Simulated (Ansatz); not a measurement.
System: C$_{3}$H$_{10}$NSi, charge 0, multiplicity 2. It need not be the lowest isomer of its formula. SMILES: [CH2][Si](C)(C)N
Structure (B3LYP-D3(BJ)/def2-TZVP (Ansatz, a quantum-chemistry and plane-wave program) minimum search):
```
Si
N 1 1.7402
H 2 1.0098 1 118.81
H 2 1.0098 3 109.63 1 141.36
C 1 1.8525 2 113.51 3 69.98
H 5 1.0861 1 123.19 2 89.98
H 5 1.0862 6 113.58 1 175.22
C 1 1.8716 2 106.78 3 -170.27
H 8 1.0917 1 110.87 2 58.50
H 8 1.0921 9 108.32 1 -122.07
H 8 1.0932 9 107.85 10 -116.00
C 1 1.8719 2 106.54 3 -49.80
H 12 1.0917 1 110.85 2 -58.08
H 12 1.0920 13 108.32 1 122.06
H 12 1.0932 13 107.87 14 116.00
```
Charge 0, spin multiplicity 2.

Computed values are from Ansatz. Cores are frozen in the correlated levels unless marked. UHF or UKS for open shells. Spin-orbit coupling is left out. No relativistic terms. CBS(X,Y): correlation extrapolated as X^-3; Hartree-Fock from the larger set. [CCSD(T)-MP2]/basis is that difference in the basis named.

```
Property                                                                                        Value
---------------------  ------------------------------------------------------------------------------
atomisation energy De  5548.8 kJ/mol at RI-MP2/CBS(cc-pV(T+d)Z,cc-pV(Q+d)Z)+[CCSD(T)-MP2]/cc-pV(D+d)Z
total energy            -463.9581 Eh at RI-MP2/CBS(cc-pV(T+d)Z,cc-pV(Q+d)Z)+[CCSD(T)-MP2]/cc-pV(D+d)Z
dipole moment                                                            0.77 D at wB97M-V/def2-TZVPD
T1 diagnostic                                                               0.010 at CCSD/cc-pV(D+d)Z
```
